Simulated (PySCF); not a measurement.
# Broadened absorption spectrum of C4H6SSi

Compound: C4H6SSi.
SMILES: `S[SiH]1C=CC=C1`

The calculation used TDDFT CAM-B3LYP/def2-SVPD, vertical, gas phase, core orbitals frozen in the response in PySCF. Geometry: GFN2-xTB, one conformer, isolated molecule. Torsions of this conformer, `[SH:1][SiH:2]1[CH:3]=[CH:4][CH:5]=[CH:6]1`: H–S1–Si2–C3 51°.

Computed states:

```json
{"state": "S1", "E (eV)": "4.07", "f": "0.023"}
{"state": "S2", "E (eV)": "4.83", "f": "0.021"}
{"state": "S3", "E (eV)": "6.08", "f": "0.035"}
{"state": "S4", "E (eV)": "6.13", "f": "0.018"}
{"state": "S5", "E (eV)": "6.20", "f": "0.0016"}
{"state": "S6", "E (eV)": "6.57", "f": "0.0014"}
{"state": "S7", "E (eV)": "6.68", "f": "0.065"}
{"state": "S8", "E (eV)": "6.88", "f": "0.071"}
```

Broadening: Gaussians 0.3 eV wide at half height, area fixed by f = 4.319×10⁻⁹ ∫ε dν̃. The width is an assumption, not a result. The curve ends short of the highest state used, and states not computed would add to its high-energy end.

(1) Give the broadened spectrum and its maxima.

(2) On this curve, what absorbance would a 10⁻⁴ mol/L sample give at 280 nm over a 1 cm path?

(3) Coming from long wavelengths, where does ε first pass 100 L mol⁻¹ cm⁻¹?

Results:

(1) 
E (eV), ε (L mol⁻¹ cm⁻¹) and a bar:
```
     3.62          4 
     3.73         62 
     3.85        481 ###
     3.97       1549 ##########
     4.08       2076 ##############
     4.20       1221 ########
     4.31        345 ##
     4.43         51 
     4.55        172 #
     4.66        777 #####
     4.78       1735 ############
     4.89       1661 ###########
     5.01        677 #####
     5.13        114 #
     5.24         10 
     5.36          0 
     5.47          0 
     5.59          2 
     5.71         58 
     5.82        498 ###
     5.94       2299 ################
     6.05       4432 ##############################
     6.17       4069 ############################
     6.28       1869 #############
```

Maxima: 305 nm (4.07 eV), ε about 2100, made up of S1 (100%); 257 nm (4.83 eV), ε about 1900, made up of S2 (100%); 203 nm (6.10 eV), ε about 4700, made up of S3 (65%) and S4 (33%) (ε in L mol⁻¹ cm⁻¹; maxima over ε = 5, shares over 10%).

(2) 280 nm is 4.428 eV, where ε is about 52 L mol⁻¹ cm⁻¹, so A = ε c l ≈ 0.0052 (Beer–Lambert, with the gas-phase spectrum and the assumed width).

(3) At about 330 nm (3.76 eV), 0.31 eV below S1.
